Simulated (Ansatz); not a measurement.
diarsenic (As2), SMILES [As]#[As].

Geometry optimised at PBE-D3(BJ)/def2-TZVP.

Two levels are set side by side: PBE/def2-TZVPD (Ansatz, a quantum-chemistry and plane-wave program) and PBE0/def2-TZVPD (Ansatz). Energy differences of separate SCF runs at the same geometry; the states with an electron removed or added have multiplicity 2 and 2. Differences are taken from unrounded values.

```csv
quantity,PBE
vertical ionisation energy (eV),9.69
vertical electron affinity (eV),0.59
vertical singlet–triplet gap (eV),2.33
```

Question: These are the PBE values. What does PBE0 give? (Estimate from the structure and the level; the computed values follow.)

Answer: 
```json
[
 {"quantity": "vertical ionisation energy (eV)", "PBE0": "9.65", "PBE minus PBE0": "0.04"},
 {"quantity": "vertical electron affinity (eV)", "PBE0": "0.75", "PBE minus PBE0": "-0.16"},
 {"quantity": "vertical singlet–triplet gap (eV)", "PBE0": "2.09", "PBE minus PBE0": "0.24"}
]
```
